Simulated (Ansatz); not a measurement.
BH2 (SMILES [BH2]) moved off its minimum; all values from Ansatz (an electronic-structure program), cores frozen in correlated methods. Open shells are unrestricted.
(charge 0, multiplicity 2)
```xyz
3

B     -0.0017     0.1189     0.0275
H     -1.0617    -0.3839    -0.0508
H      1.0633    -0.3687    -0.0708
```

Q: Give the forces (eV/Å), the total energy and the dipole at CCSD(T)/aug-cc-pVTZ.

A: 
```tsv
atom	Fx	Fy	Fz
B1	-0.010	0.287	0.051
H2	-0.299	-0.144	-0.022
H3	0.308	-0.143	-0.029
```
Energy -25.8640 hartree, dipole 0.49 D.
